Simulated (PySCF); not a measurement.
Compound: C₇H₁₄AlNS.
SMILES: `C[N+](C)(C)[AlH2-][c]1cccs1`

Theory: TDDFT B3LYP/def2-SVPD, vertical, gas phase, core orbitals frozen in the response (PySCF 2.14.0, density-fitted response routines). The structure is a single PBE0-D3(BJ)/def2-SVP conformer in the gas phase; no vibrational or solvent corrections. Torsions of this conformer, `[CH3:1][N+:2]([CH3:3])([CH3:4])[AlH2-:5][c:6]1[cH:7][cH:8][cH:9][s:10]1`: C1–N2–Al5–C6 61°, N2–Al5–C6–C7 1°.

Computed states:

```
state  E (eV)       f
   S1    5.33  0.0024
   S2    5.38   0.163
   S3    5.63   0.051
   S4    5.73  0.0005
   S5    5.82  0.0018
   S6    5.98  0.0024
   S7    6.17  0.0013
   S8    6.19  0.0026
   S9    6.29  0.0009
  S10    6.37  0.0063
```

Broadening: Gaussians 0.4 eV wide at half height, area fixed by f = 4.319×10⁻⁹ ∫ε dν̃. The cross-section is σ = 3.8235×10⁻²¹ ε cm², given in Mb (10⁻¹⁸ cm²). The width is an assumption, not a result. The curve ends short of the highest state used, and states not computed would add to its high-energy end.

(1) Give the broadened spectrum and its maxima.

(2) On this curve, what absorbance would a 10⁻⁵ mol/L sample give at 254 nm over a 1 cm path?

(3) Does any computed singlet lie in the visible range?

(4) Coming from long wavelengths, where does ε first pass 100 L mol⁻¹ cm⁻¹?

Results:

(1) 
(λ (nm), σ (Mb)): (215.0, 13.53), (216.4, 17.00), (217.7, 20.62), (219.1, 24.86), (220.4, 29.01), (221.7, 33.22), (223.1, 37.63), (224.4, 41.35), (225.8, 44.67), (227.1, 46.86), (228.5, 48.03), (229.8, 47.88), (231.2, 46.38), (232.5, 43.83), (233.9, 40.07), (235.2, 35.88), (236.6, 30.96), (237.9, 26.31), (239.3, 21.47), (240.6, 17.34), (242.0, 13.42), (243.3, 10.33), (244.7, 7.60), (246.0, 5.59), (247.4, 3.92), (248.7, 2.76), (250.1, 1.86), (251.4, 1.26), (252.7, 0.84), (254.1, 0.53), (255.4, 0.34), (256.8, 0.21), (258.1, 0.13), (259.5, 0.08), (260.8, 0.05), (262.2, 0.03)

Maxima: 229 nm (5.41 eV), ε about 13000, made up of S2 (86%) and S3 (13%) (ε in L mol⁻¹ cm⁻¹; maxima over ε = 5, shares over 10%).

(2) 254 nm is 4.881 eV, where ε is about 140 L mol⁻¹ cm⁻¹, so A = ε c l ≈ 0.0014 (Beer–Lambert, with the gas-phase spectrum and the assumed width).

(3) No computed singlet lies in the visible range (380 to 750 nm); the lowest, at 233 nm, stands 2.07 eV above its violet end (3.26 eV).

(4) At about 255 nm (4.86 eV), 0.47 eV below S1.

The vertical ionisation energy (ΔSCF) is 7.95 eV, 1.59 eV above S10.

Run on one thread, Arm Neoverse V1 (aarch64), on a shared host.
